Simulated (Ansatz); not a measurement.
Consider the redistribution: `CN[SiH2]N` + `BCB(O)F` → `CN[SiH](N)O` + `BCBF`.

Program: Ansatz. Geometries: PBE0-D4/def2-TZVP. ΔE: electronic, gas phase. CBS: MP2 limit from def2 TZ/QZ plus the TZ coupled-cluster correction, frozen cores. Functionals use def2-TZVPP. One conformer a species, not always the lowest.

| level | ΔE (kJ/mol) |
| --- | --- |
| PBE | 30.6 |
| SCS-MP2/def2-TZVPP | 21.7 |
| CCSD(T)/def2-TZVPP | 24.6 |
| MP2/def2-QZVPP | 19.7 |

(1) What does CCSD(T)/CBS give? (Best estimate.)

Largest T1 diagnostic among the species: 0.013.

Results:

(1) The calculation gave: +21.4 kJ/mol. The listed levels differ from it by 9.2, 0.3, 3.2, -1.7 kJ/mol.
